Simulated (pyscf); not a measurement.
# Cl–GeH=GeH₂, singlet

Gas-phase minimum from PySCF at ωB97X-D3(BJ)/def2-SVP, one conformer. Cl–GeH=GeH₂ may be a fragile minimum: a first optimisation, from another start, lost the drawn bonds. Cl–GeH=GeH₂ lies 14.6 kcal/mol over its isomer Cl–Ge:–GeH₃ [singlet], and others may lie lower still (electronic energy, ωB97M-D3(BJ)). Despite the double bond drawn, Ge2, Ge3 is pyramidal.

SMILES: [Cl][GeH]=[GeH2]
```xyz
6

Cl    -1.0431    -0.0673     2.6665
Ge    -1.3698     0.6162     0.6459
Ge    -0.8141    -0.8103    -1.0499
H     -2.7304     1.3392     0.7034
H      0.6031    -1.3866    -0.8543
H     -0.8200    -0.0156    -2.3760
```
Charge 0, spin multiplicity 1.

Bond lengths (Å): Cl1–Ge2 2.158, Ge2–Ge3 2.285, Ge2–H4 1.542, Ge3–H5 1.542, Ge3–H6 1.546. Angles (°): Cl1–Ge2–Ge3 117.4, Cl1–Ge2–H4 104.3, Ge3–Ge2–H4 122.4, Ge2–Ge3–H5 111.3, Ge2–Ge3–H6 108.3, H5–Ge3–H6 107.7.

Properties at ωB97X-D3(BJ)/def2-SVP:

- Harmonic wavenumbers, unscaled = 86, 232, 268, 347, 444, 486, 511, 744, 884, 2133, 2151, 2160 cm⁻¹
- Zero-point energy = 14.9 kcal/mol
- Rotational symmetry number = 1
- Entropy of this conformer at 298 K and 1 atm, rigid rotor and harmonic oscillator, modes under 100 cm⁻¹ raised to 100 = 334.0 J/(mol K)
- Dipole moment = 1.54 D

Single-point totals, which compare only within one level (frozen core for MP2 and CC):

| level | total energy (hartree) |
|---|---|
| ωB97X-D3(BJ)/def2-TZVP | -4615.94293 |
| PBE/def2-TZVP | -4615.21165 |
| r²SCAN/def2-TZVP | -4615.98164 |
| B3LYP-D3(BJ)/def2-TZVP | -4616.15212 |
| PBE0-D3(BJ)/def2-TZVP | -4615.35699 |
| M06-2X/def2-TZVP | -4616.00766 |
| ωB97M-D3(BJ)/def2-TZVP | -4616.11390 |
| HF/def2-TZVPP | -4611.98794 |
| MP2/def2-TZVPP | -4612.68071 |
| CCSD/def2-TZVPP | -4612.70875 |
| CCSD(T)/def2-TZVPP | -4612.74076 |

The CCSD(T) − MP2 part came from Ansatz, without density fitting, on the same reference. The frozen core leaves the outer d or s,p core shells of the metals and heavy elements correlated in the MP2 and CC values, and def2-TZVPP describes them poorly, so these totals are far from the basis limit. Elements up to Kr have no core potential and no relativistic terms here.
